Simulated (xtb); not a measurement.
CH8GeOSi, SMILES [SiH3][GeH2][CH2]O. All values are semi-empirical tight-binding results from xtb (GFN2-xTB unless named), good for trends rather than for accurate numbers. Coordinates come from a GFN2-xTB optimisation. This is a generated structure with no PubChem entry under its InChIKey; it may be hypothetical. The values are those of a single conformer.

Optimised geometry:

```xyz
12

O     -2.6458     0.6857     0.5294
C     -1.2744     0.9955     0.6692
Ge    -0.1193    -0.3317    -0.2820
Si     2.1993    -0.1616     0.0337
H     -2.8546     0.6589    -0.4111
H     -1.0739     2.0219     0.3311
H     -1.0743     0.9701     1.7417
H     -0.5499    -0.2034    -1.7374
H     -0.7183    -1.6752     0.0632
H      2.6510    -1.1064     1.0544
H      2.9171    -0.4411    -1.2086
H      2.5447     1.1929     0.4697
```
Charge 0, spin multiplicity 1.

For metal compounds this method's bond lengths and energies can be far off.

orbital gap: 4.64 eV
zero-point energy: 49.0 kcal/mol
G − E(el) at 298.15 K (modified RRHO): 27.3 kcal/mol

**Question.** Give the atomic charges and the Wiberg bond orders between heavy atoms. (An estimate is asked for; the answer gives what the named calculation found.)

**Answer.** charges (e) O1 -0.43, C2 0.03, Ge3 0.04, Si4 0.43, H5 0.29, H6 0.01, H7 0.03, H8 -0.07, H9 -0.04, H10 -0.09, H11 -0.09, H12 -0.10. Bond orders O1–C2 1.00, C2–Ge3 0.87, Ge3–Si4 0.75.
